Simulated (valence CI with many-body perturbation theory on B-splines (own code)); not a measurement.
Xe48+: what the settings do

Computed by configuration interaction combined with many-body perturbation theory (CI+MBPT): four valence electrons over a frozen Dirac-Fock core [He], radial functions for each j: 6 s, 6 p, 5 d, 3 f, 1 g, with the one-electron correlation potential Σ1, the two-electron term Σ2, the three-electron term Σ3, Breit, model QED; selected CI, second order for the rest, scaled by the run's own slope (own B-spline code, finite nucleus).

The last digits are not significant, and no measured levels were compared; by estimate large intervals hold to a few tenths of a per cent, small ones and those within an open d or f shell to about a per cent.

The reference run has the lowest level (2s^2 2p1/2^2) J=0 and an ionisation energy of 8972.35 eV. Its largest variational space holds 9992 state functions.

Levels are named by their leading jj configuration (3d3/2^4 stands for four electrons in 3d with j = 3/2), which in mixed levels can hold well under half, so a name can repeat and another be missing. Letters in brackets count levels of one name in rising energy.

Changed runs:
A. correlating orbitals by l 3 3 3 2 1 → 4 1 3 0 1; highest l in the core sums 6 → 3
B. correlating orbitals by l 3 3 3 2 1 → 4 4 0 0 0; highest l with Σ1, explicit Σ2 and valence Breit (higher l get mean screening factors) 3 → 1
C. natural orbitals for correlation on → off
D. closed core [He] → [He] 2s1 (bad on purpose)

Excitation energies of the reference run in cm⁻¹, and shifts in cm⁻¹:

| Level | Reference | A | B | C |
| --- | --- | --- | --- | --- |
| (2s^2 2p1/2 2p3/2) J=1 | 2682330 | -370 | -156 | -1345 |
| (2s^2 2p1/2 2p3/2) J=2 | 2808820 | +366 | +1422 | +30 |
| (2s 2p1/2^2 2p3/2) J=2 | 4180790 | -881 | -329 | -738 |
| (2s 2p1/2^2 2p3/2) J=1 | 4671860 | +468 | +4497 | +3255 |
| (2s^2 2p3/2^2) J=2 | 5592150 | -52 | +636 | -1042 |
| (2s^2 2p3/2^2) J=0 | 5918990 | +297 | +403 | +230 |
| (2s 2p1/2 2p3/2^2) J=2 [a] | 6734330 | -1148 | -1454 | -2670 |
| (2s 2p1/2 2p3/2^2) J=3 | 7015990 | -129 | +2090 | +42 |
| (2s 2p1/2 2p3/2^2) J=0 | 7315720 | -164 | +2109 | +1560 |
| (2s 2p1/2 2p3/2^2) J=1 [a] | 7435360 | +336 | +4093 | +1947 |
| (2s 2p1/2 2p3/2^2) J=2 [b] | 7517990 | +1035 | +6141 | +3507 |
| (2s 2p1/2 2p3/2^2) J=1 [b] | 7545850 | +446 | +4527 | +3144 |
| Ionisation energy (eV) | 8972.35 | -0.22 | -0.65 | -0.78 |

Run D: It gave no result: the perturbation theory needs a core of closed shells. The program said: "the core must hold closed shells only".
